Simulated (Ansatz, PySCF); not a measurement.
Si(F)(Cl)(Br)(OH) (BrClFHOSi), SMILES O[Si](F)(Cl)Br. Atoms are numbered in the order given.

```xyz
6

O     -1.6475    -1.1562    -0.4880
Si    -0.2753    -0.6024     0.2069
F     -0.3308    -0.7838     1.8072
Cl     1.2759    -1.7107    -0.5074
Br     0.0219     1.5553    -0.1775
H     -2.4447    -0.6159    -0.4184
```

Geometry: B3LYP-D3(BJ)/def2-SVP. This is a generated structure with no PubChem entry under its InChIKey; it may be hypothetical. The values are those of a single conformer.

Vertical ionisation energy (IE) and electron affinity (EA) in eV. Rows of orbital energies are one-electron estimates. Where ΔSCF, EOM or ADC give a negative EA the extra electron is unbound and the value depends on the basis.

| level | IE | EA |
|---|---|---|
| −ε(HOMO), −ε(LUMO), M06-2X/def2-TZVP (PySCF) | 10.35 | -0.51 |
| −ε(HOMO), −ε(LUMO), PBE/def2-TZVP (PySCF) | 7.73 | 1.37 |
| ΔSCF, PBE0/def2-SVPD (Ansatz), final states of multiplicity 2 and 2 | 11.41 | -0.57 |
| ΔSCF, PBE/def2-SVPD (Ansatz), final states of multiplicity 2 and 2 | 10.92 | -0.34 |

What vertical singlet–triplet gap does ΔSCF give with PBE0/def2-SVPD (Ansatz, a program for electronic structure) and with PBE/def2-SVPD (Ansatz)? (The exact figures need the calculation; the answer reports its results.)

6.71 and 6.23 eV (triplet above singlet where positive).
